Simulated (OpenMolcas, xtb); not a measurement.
## GaNH2ClF (SMILES [NH2][Ga]([F])[Cl]): the dipole moment, rung by rung

The species is GaNH2ClF (6 atoms), meant as a singlet with charge 0. As SMILES, `[NH2][Ga]([F])[Cl]`. Geometry: relaxed at PBE0-D4/def2-TZVP.

Each level gives the dipole moment (D). The values are calculated.

```
                             level            kind     program  value (D)   CPU time
                          GFN0-xTB  semi-empirical         xtb       2.76  under 2 s
   HF/6-31G* (spherical functions)    Hartree–Fock  OpenMolcas       3.12       11 s
SVWN5/6-31G* (spherical functions)             LDA  OpenMolcas       3.19       23 s
 BLYP/6-31G* (spherical functions)             GGA  OpenMolcas       3.08       29 s
 TPSS/6-31G* (spherical functions)        meta-GGA  OpenMolcas       3.09       39 s
 PBE0/6-31G* (spherical functions)   global hybrid  OpenMolcas       3.11       27 s
```

All-electron rows without a relativistic Hamiltonian named are non-relativistic. The values span 2.76 to 3.19 D. Magnitudes only. CPU times are rough (shared hosts, several kinds of processor): they show what a rung costs within a factor of a few.
